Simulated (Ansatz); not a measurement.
`CC(C)[NH][AlH][F]`, relaxed with RKS PBE0-D4/def2-TZVP in the Gaussian-basis code of Ansatz from a GFN2-xTB geometry. The force threshold is 0.005 eV/Å; the program also tests the step.

The species carries charge 0 and has multiplicity 1.

Start:

```xyz
15

C    -0.060    1.102   -1.311
C     0.104   -0.107   -0.389
C     1.560   -0.573   -0.359
N    -0.374    0.196    0.954
Al   -1.690   -0.669    1.774
F    -2.219   -0.306    3.293
H     0.548    1.932   -0.956
H     0.247    0.853   -2.324
H    -1.101    1.418   -1.327
H    -0.522   -0.927   -0.763
H     1.660   -1.431    0.303
H     2.204    0.224    0.007
H     1.890   -0.858   -1.355
H     0.159    0.962    1.357
H    -2.408   -1.816    1.096
```

(1) How much energy does the relaxation release, and in how many steps? (Best estimate.)

(2) Which bonds change most? (Best estimate.)

(3) Give the relaxed structure. (Estimate.)

Results:

(1) Computed: 5.95 kJ/mol, in 8 steps.

(2) The calculation gave: Al5–H15 from 1.514 to 1.571 Å; N4–Al5 from 1.776 to 1.758 Å; C2–C3 from 1.529 to 1.522 Å; C1–C2 from 1.529 to 1.522 Å.

(3) Ansatz gave: 
```xyz
15

C    -0.067    1.091   -1.306
C     0.110   -0.116   -0.394
C     1.563   -0.568   -0.359
N    -0.395    0.152    0.943
Al   -1.708   -0.673    1.771
F    -2.095   -0.182    3.300
H     0.508    1.941   -0.926
H     0.282    0.878   -2.319
H    -1.116    1.389   -1.355
H    -0.489   -0.939   -0.804
H     1.678   -1.454    0.267
H     2.197    0.223    0.055
H     1.932   -0.800   -1.362
H     0.110    0.905    1.390
H    -2.509   -1.847    1.100
```
